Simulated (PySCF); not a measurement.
NMR data sheet: C₅H₅NSi

| Item | Value |
| --- | --- |
| Formula | C5H5NSi |
| SMILES | N#CC1=CC=C[SiH2]1 |
| Point group of the computed structure | Cs |
| Degrees of unsaturation | 5 |
| Carbon signals | 5 |
| Proton signals | 4 |

Structure with atom numbers: `[N:1]#[C:2][C:3]1=[CH:4][CH:5]=[CH:6][SiH2:7]1`. Each H is labelled by its parent atom.

- GFN2-xTB structure
- GIAO PBE0/pcSseg-1 shieldings
- program: PySCF 2.14
- no relativistic terms, single conformer, isolated molecule, equivalent nuclei averaged

Scale: 1H (σ = 31.72 ppm), 13C (σ = 186.93 ppm), 29Si (σ = 349.16 ppm) vs TMS; 15N (σ = 267.73 ppm) vs NH3 (reference shieldings calculated alike).

| carbon | δC, type | δH (multiplicity) | HMBC from (2–3 bonds) | span of the C tensor (ppm) |
| --- | --- | --- | --- | --- |
| C2 | 123.1, C | – | H(C4), H(Si7) | 352 |
| C3 | 118.1, C | – | H(C4), H(C5), H(C6), H(Si7) | 198 |
| C4 | 167.8, CH | 7.68 (d) | H(C5), H(C6), H(Si7) | 244 |
| C5 | 156.2, CH | 7.44 (m) | H(C4), H(C6), H(Si7) | 228 |
| C6 | 141.9, CH | 6.54 (m) | H(C4), H(C5), H(Si7) | 229 |

Other nuclei:
```json
{"atoms": "H(Si7)", "nucleus": "1H", "environment": "hydrogen on a silicon bonded to 2 C, in a 5-membered ring", "δ (ppm)": "4.75", "σ (ppm)": "26.97"}
{"atoms": "Si7", "nucleus": "29Si", "environment": "silicon bonded to 2 C, 2 H, in a 5-membered ring", "δ (ppm)": "-36.8", "σ (ppm)": "386.0"}
{"atoms": "N1", "nucleus": "15N", "environment": "nitrile nitrogen", "δ (ppm)": "331.2", "σ (ppm)": "-63.5"}
```

1. Carbon types of the structure: 2 × C, 3 × CH, leaving 2 H on heteroatoms.
2. δC 167.8, 156.2, 141.9: alkene CH.
3. δC 123.1: nitrile carbon; typical of a nitrile.
4. δC 118.1: fully substituted alkene carbon; an sp2 carbon of a C=C bond.
5. δH 7.68, 7.44, 6.54: hydrogen on an alkene CH; olefinic region.
6. δH 4.75: hydrogen on a silicon bonded to 2 C, in a 5-membered ring.

Shifts are as computed. Against solution values, carbons near 30 ppm lie about +3 ppm off and those near 130 ppm about +5 ppm. Of 1211 compounds with measured shifts, 218 miss one by over three times the rms of a fit or turn the order of signals round; such compounds aren't used in these exercises. Experimental scales use liquid or dissolved standards, which lie at an offset from isolated NH3 (liquid NH3: subtract about 20 ppm). Unscaled 15N shifts of sp2 nitrogen come out 20 to 40 ppm too high even then. No couplings were computed; multiplicities are counted from neighbouring protons, with m where these are inequivalent, close in shift, in a saturated or five-membered ring or joined by F or P, and br s for small geminal =CH2 splittings.
